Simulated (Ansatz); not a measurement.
Relaxed structures of AlSnH₄, doublet (PBE0-D4/def2-TZVP; forces vanish, vibrations not checked; lower isomers may exist, and structures with a doubtful reference or unclear bonds are left out; Å). Ansatz 0.2.0; basis: def2-TZVPP; cores frozen in the correlated methods; orbitals are unrestricted. Filled d shells of the heavier atoms are correlated. Core potentials replace the inner electrons of the atoms past krypton. The def2 sets are not built for correlating such inner shells, so the correlated values are less sure here.

Q: Rank them by CCSD(T) energy, lowest first, and give each one's height above the lowest. Links in brackets join atoms within 1.22 times the sum of their covalent radii (1.1 for two metals). (To be estimated.)
A.
AlSnH₄ ([H]1[AlH2]2[H][Sn]12)
```
6
angstrom
Al -0.0289 -0.6432 0.1579
Sn 0.0949 2.1226 -0.5219
H 0.9864 -1.1788 1.2487
H -1.1095 -1.5318 -0.5839
H 0.8072 0.3733 -0.9943
H -0.7501 0.8579 0.6934
```
B.
AlSnH₄ ([H]1[AlH2][SnH]1)
```
6
angstrom
Al -0.0161 -0.1536 -0.4014
Sn 0.4897 2.5092 -0.7815
H -1.1231 3.1296 -0.4373
H -1.5109 -0.6160 -0.6241
H 1.2751 -1.0624 -0.3773
H 0.1231 1.1817 0.6877
```
C.
AlSnH₄ ([H]1[AlH]2[H][SnH]12)
```
6
angstrom
Al 0.4317 1.1006 0.4451
Sn -0.4525 -1.3795 -0.6576
H 0.8769 -0.5933 0.5236
H -1.4377 -1.5488 0.8023
H 1.4688 1.8054 -0.5460
H -0.8919 0.5109 -0.5418
```

A: Computed: A (0.000 eV), B (0.625 eV), C (0.866 eV). Heights count from the lowest.

T1 diagnostic: at most 0.020. ⟨S²⟩ of the unrestricted Hartree–Fock references: 0.76 to 0.79 (a pure state has 0.75).

For scale, one of the runs: CCSD(T)/def2-TZVPP, 148 basis functions, launched by `ansatz run in.yaml --threads 2 --pin off --events-out ev --progress --plain --max-ram 4352MiB`. Hardware: 2 CPU threads of an Arm Neoverse V1, shared host. Wall time 88 s; peak host memory 2.2 GiB.
